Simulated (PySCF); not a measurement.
PySCF job for CH5BOS, SMILES COBS, TDDFT-ωB97X/def2-SVPD. Geometry optimised at B3LYP-D3(BJ)/def2-SVP. The values are those of a single conformer.

```python
import numpy as np
from pyscf import gto, scf, dft, tdscf

mol = gto.M(
    atom='''
    B    -0.95958423    0.11355393    0.00000000
    H    -2.11933151    0.43538100   -0.00000000
    O    -0.66639802   -1.20058340   -0.00000000
    C     0.65402544   -1.71151278   -0.00000000
    H     1.20823093   -1.38116268   -0.89518202
    H     0.59818617   -2.80904647    0.00000000
    H     1.20823092   -1.38116269    0.89518202
    S     0.36127154    1.37519419   -0.00000000
    H    -0.47070842    2.43885808    0.00000000
    ''',
    basis='def2-SVPD',
    charge=0,
    spin=0,
    symmetry=True,
    max_memory=1600,
    verbose=4,
)
mf = dft.RKS(mol, xc='wb97x').density_fit(auxbasis='def2-universal-jkfit')
mf.grids.level = 3
mf.conv_tol = 1e-9
mf.max_cycle = 100
mf.kernel()
mf.grids = dft.Grids(mol).set(level=1).build(with_non0tab=True)  # coarser grid for the response kernel
td = tdscf.TDDFT(mf)
td.singlet = True
td.nstates = 10
td.conv_tol = 1e-4
td.kernel(x0=td.get_init_guess(mf, 15))
td.analyze()
tt = tdscf.TDA(mf)
tt.singlet = False
tt.nstates = 4
tt.conv_tol = 1e-4
tt.kernel(x0=tt.get_init_guess(mf, 9))
tt.analyze(verbose=3)
```

Log of the run:

```
PySCF version 2.14.0

[INPUT] verbose = 4
[INPUT] num. atoms = 9
[INPUT] num. electrons = 40
[INPUT] charge = 0
[INPUT] spin (= nelec alpha-beta = 2S) = 0
[INPUT] symmetry True subgroup None
[INPUT] Mole.unit = angstrom
[INPUT] Symbol           X                Y                Z      unit          X                Y                Z       unit  Magmom
[INPUT]  1 B     -0.959584230000   0.113553930000   0.000000000000 AA   -1.813351388152   0.214585828068   0.000000000000 Bohr   0.0
[INPUT]  2 H     -2.119331510000   0.435381000000   0.000000000000 AA   -4.004956121061   0.822750849839   0.000000000000 Bohr   0.0
[INPUT]  3 O     -0.666398020000  -1.200583400000   0.000000000000 AA   -1.259309747752  -2.268773815699   0.000000000000 Bohr   0.0
[INPUT]  4 C      0.654025440000  -1.711512780000   0.000000000000 AA    1.235928960098  -3.234290412893   0.000000000000 Bohr   0.0
[INPUT]  5 H      1.208230930000  -1.381162680000  -0.895182020000 AA    2.283225552929  -2.610019198670  -1.691648849435 Bohr   0.0
[INPUT]  6 H      0.598186170000  -2.809046470000   0.000000000000 AA    1.130408032803  -5.308328499476   0.000000000000 Bohr   0.0
[INPUT]  7 H      1.208230920000  -1.381162690000   0.895182020000 AA    2.283225534031  -2.610019217568   1.691648849435 Bohr   0.0
[INPUT]  8 S      0.361271540000   1.375194190000   0.000000000000 AA    0.682704267200   2.598740387193   0.000000000000 Bohr   0.0
[INPUT]  9 H     -0.470708420000   2.438858080000   0.000000000000 AA   -0.889509998327   4.608773827883   0.000000000000 Bohr   0.0

nuclear repulsion = 148.614478978089
point group symmetry = Cs
symmetry origin: [2.83458919e-09 2.36215758e-09 0.00000000e+00]
symmetry axis x: [ 1.00000000e+00  3.23394150e-10 -4.66255906e-10]
symmetry axis y: [ 3.23394150e-10 -1.00000000e+00  1.18299682e-10]
symmetry axis z: [4.66255906e-10 1.18299600e-10 1.00000000e+00]
num. orbitals of irrep A' = 89
num. orbitals of irrep A" = 41
number of shells = 56
number of NR pGTOs = 188
number of NR cGTOs = 130
basis = def2-SVPD
ecp = {}


[settings echo left out]
init E= -539.477361593591
HOMO (A") = -0.350374301841245  LUMO (A") = -0.0049735861749709  gap/eV = 9.39883
cycle= 1 E= -539.115406751388  delta_E= 0.362  |g|= 0.565  |ddm|= 3.41
HOMO (A") = -0.333922090906549  LUMO (A') = 0.0633725128705462  gap/eV = 10.81094
cycle= 2 E= -539.119925379039  delta_E= -0.00452  |g|= 0.619  |ddm|= 0.991
HOMO (A") = -0.37192288994989  LUMO (A') = 0.0681682071610532  gap/eV = 11.97549
cycle= 3 E= -539.187787470245  delta_E= -0.0679  |g|= 0.0553  |ddm|= 0.494
HOMO (A") = -0.376743635268258  LUMO (A') = 0.0697877827696125  gap/eV = 12.15074
cycle= 4 E= -539.188581258478  delta_E= -0.000794  |g|= 0.0195  |ddm|= 0.0989
HOMO (A") = -0.374243258165074  LUMO (A') = 0.070181125502526  gap/eV = 12.09340
cycle= 5 E= -539.188714021884  delta_E= -0.000133  |g|= 0.0036  |ddm|= 0.0387
HOMO (A") = -0.374641989537636  LUMO (A') = 0.0700946578469579  gap/eV = 12.10190
cycle= 6 E= -539.188719799769  delta_E= -5.78e-06  |g|= 0.000737  |ddm|= 0.00913
HOMO (A") = -0.37462038840175  LUMO (A') = 0.0701063731043607  gap/eV = 12.10163
cycle= 7 E= -539.188720182744  delta_E= -3.83e-07  |g|= 0.000241  |ddm|= 0.0023
HOMO (A") = -0.374600343634665  LUMO (A') = 0.0701048137330313  gap/eV = 12.10104
cycle= 8 E= -539.188720212689  delta_E= -2.99e-08  |g|= 6.35e-05  |ddm|= 0.00065
HOMO (A") = -0.374613358951827  LUMO (A') = 0.0701028112385762  gap/eV = 12.10134
cycle= 9 E= -539.188720215589  delta_E= -2.9e-09  |g|= 1.7e-05  |ddm|= 0.000195
HOMO (A") = -0.374608792501877  LUMO (A') = 0.0701036524953982  gap/eV = 12.10124
cycle= 10 E= -539.188720215819  delta_E= -2.3e-10  |g|= 5.7e-06  |ddm|= 5.26e-05
HOMO (A") = -0.374610037233162  LUMO (A') = 0.0701033377541638  gap/eV = 12.10127
Extra cycle  E= -539.188720215844  delta_E= -2.44e-11  |g|= 2.93e-06  |ddm|= 1.42e-05
converged SCF energy = -539.188720215844
tot grids = 34216


******** <class 'pyscf.tdscf.rks.TDDFT'> for <class 'pyscf.df.df_jk.DFSymAdaptedRKS'> ********
nstates = 10 singlet
deg_eia_thresh = 1.000e-03
wfnsym = None
conv_tol = 0.0001
eigh lindep = 1e-12
eigh level_shift = 0
eigh max_cycle = 100


Excitation energies (eV)
[6.70987757 7.04226741 7.06209022 7.82114349 8.08843446 8.6437175
 8.82611553 8.84121165 8.91698148 9.12516999]

** Singlet excitation energies and oscillator strengths **
Excited State   1:   A"      6.70988 eV    184.78 nm  f=0.0118
      20 -> 21        0.50686
      20 -> 23        0.23694
      20 -> 25       -0.35398
      20 -> 28        0.14154
Excited State   2:   A"      7.04227 eV    176.06 nm  f=0.0020
      19 -> 22        0.68352
Excited State   3:   A'      7.06209 eV    175.56 nm  f=0.1264
      20 -> 22        0.66848
      20 -> 26        0.10873
Excited State   4:   A"      7.82114 eV    158.52 nm  f=0.0978
      20 -> 21        0.38561
      20 -> 23       -0.30514
      20 -> 24        0.30265
      20 -> 25        0.29270
      20 -> 28       -0.19195
Excited State   5:  ???      8.08843 eV    153.29 nm  f=0.0181
      19 -> 21       -0.60109
      19 -> 23       -0.16402
      19 -> 25        0.22350
      20 -> 22        0.11311
Excited State   6:  ???      8.64372 eV    143.44 nm  f=0.0182
      17 -> 22        0.10367
      18 -> 21       -0.18454
      20 -> 21        0.14123
      20 -> 23       -0.26837
      20 -> 24       -0.52116
      20 -> 27       -0.21544
      20 -> 29       -0.10782
Excited State   7:   A'      8.82612 eV    140.47 nm  f=0.1070
      18 -> 22        0.55682
      19 -> 21       -0.17373
      19 -> 23        0.23938
      19 -> 25       -0.20489
      19 -> 28        0.11241
Excited State   8:  ???      8.84121 eV    140.23 nm  f=0.0010
      17 -> 22        0.45959
      20 -> 23        0.35798
      20 -> 25        0.27641
      20 -> 28       -0.13461
      20 -> 29       -0.11433
Excited State   9:  ???      8.91698 eV    139.04 nm  f=0.0009
      17 -> 22        0.48892
      20 -> 23       -0.28333
      20 -> 24        0.17574
      20 -> 25       -0.25927
      20 -> 28        0.11896
      20 -> 29        0.12065
Excited State  10:  ???      9.12517 eV    135.87 nm  f=0.0412
      17 -> 21       -0.10799
      19 -> 24        0.14298
      20 -> 26        0.64439

** Transition electric dipole moments (AU) **
state          X           Y           Z        Dip. S.      Osc.
  1        -0.0000     -0.0000      0.2682      0.0720      0.0118
  2         0.0000     -0.0000     -0.1082      0.0117      0.0020
  3         0.3964      0.7572      0.0000      0.7305      0.1264
  4        -0.0000      0.0000      0.7145      0.5105      0.0978
  5         0.0792      0.2919      0.0000      0.0914      0.0181
  6         0.0000      0.0000      0.2931      0.0859      0.0182
  7         0.0976     -0.6967     -0.0000      0.4949      0.1070
  8         0.0000      0.0000      0.0676      0.0046      0.0010
  9         0.0000      0.0000      0.0655      0.0043      0.0009
 10         0.3365      0.2668      0.0000      0.1844      0.0412

** Transition velocity dipole moments (imaginary part, AU) **
state          X           Y           Z        Dip. S.      Osc.
  1        -0.0000     -0.0000      0.0674      0.0045      0.0123
  2        -0.0000      0.0000     -0.0301      0.0009      0.0023
  3         0.1036      0.1964      0.0000      0.0493      0.1267
  4        -0.0000      0.0000      0.2083      0.0434      0.1007
  5         0.0230      0.0892     -0.0000      0.0085      0.0190
  6        -0.0000      0.0000      0.0901      0.0081      0.0171
  7         0.0295     -0.2246     -0.0000      0.0513      0.1055
  8         0.0000      0.0000      0.0109      0.0001      0.0002
  9         0.0000      0.0000      0.0268      0.0007      0.0015
 10         0.1157      0.0853      0.0000      0.0207      0.0411

** Transition magnetic dipole moments (imaginary part, AU) **
state          X           Y           Z
  1        -0.6419      0.1376      0.0000
  2        -0.4311      1.3907      0.0000
  3         0.0000      0.0000      0.7265
  4        -0.4352      0.2201      0.0000
  5         0.0000      0.0000     -0.7006
  6        -0.3629      0.5732     -0.0000
  7        -0.0000      0.0000     -0.9661
  8        -0.3735     -0.1461     -0.0000
  9        -0.2054     -0.6378     -0.0000
 10         0.0000     -0.0000      0.3239


******** <class 'pyscf.tdscf.rks.TDA'> for <class 'pyscf.df.df_jk.DFSymAdaptedRKS'> ********
nstates = 4 triplet
deg_eia_thresh = 1.000e-03
wfnsym = None
conv_tol = 0.0001
eigh lindep = 1e-12
eigh level_shift = 0
eigh max_cycle = 100


Excitation energies (eV)
[6.05241352 6.30615131 6.57808732 7.42694057]

** Triplet excitation energies and oscillator strengths **
Excited State   1:   A'      6.05241 eV    204.85 nm  f=0.0000
Excited State   2:   A"      6.30615 eV    196.61 nm  f=0.0000
Excited State   3:   A"      6.57809 eV    188.48 nm  f=0.0000
Excited State   4:   A'      7.42694 eV    166.94 nm  f=0.0000
```

The run converged.
